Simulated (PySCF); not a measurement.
Ti (titanium, neutral): UHF calculation

Configuration: [Ar] 3d2 4s2, high-spin 3F determinant. Calculation: PySCF 2.14, in def2-TZVP; the non-relativistic Hamiltonian (point nucleus).

```
Total energy                                     : -848.394616 hartree
One-electron energy                              : -1162.7923 hartree
Hartree (Coulomb) energy                         : 355.4652 hartree
Exchange energy                                  : -41.0675 hartree
Kinetic energy                                   : 848.37580 hartree
⟨S²⟩                                             : 2.0073
⟨L²⟩                                             : 12.026
Sum of ⟨r⟩                                       : 21.60 bohr
Sum of ⟨r²⟩                                      : 50.16 bohr²
Density at the nucleus (Gaussians lack the cusp) : 6940 bohr⁻³
Spin density at the nucleus                      : 0.214 bohr⁻³
Langevin diamagnetic susceptibility              : -39.7 ×10⁻⁶ cm³/mol
Time after the integrals                         : 0.31 s of wall time on 1 thread of Neoverse-N1 (shared host)
```

| shell | electrons | mean orbital energy (eV) | rms radius, mean of both spins (bohr) |
| --- | --- | --- | --- |
| 1s α | 1 | -4987.1 | 0.0812 |
| 1s β | 1 | -4987.1 | 0.0812 |
| 2s α | 1 | -583.41 | 0.353 |
| 2s β | 1 | -582.50 | 0.353 |
| 2p α | 3 | -484.58 | 0.321 |
| 2p β | 3 | -483.67 | 0.321 |
| 3s α | 1 | -79.934 | 1.09 |
| 3s β | 1 | -76.469 | 1.09 |
| 3p α | 3 | -51.017 | 1.19 |
| 3p β | 3 | -46.742 | 1.19 |
| 3d α | 2 | -12.114 | 1.65 |
| 4s α | 1 | -6.320 | 4.06 |
| 4s β | 1 | -5.718 | 4.06 |
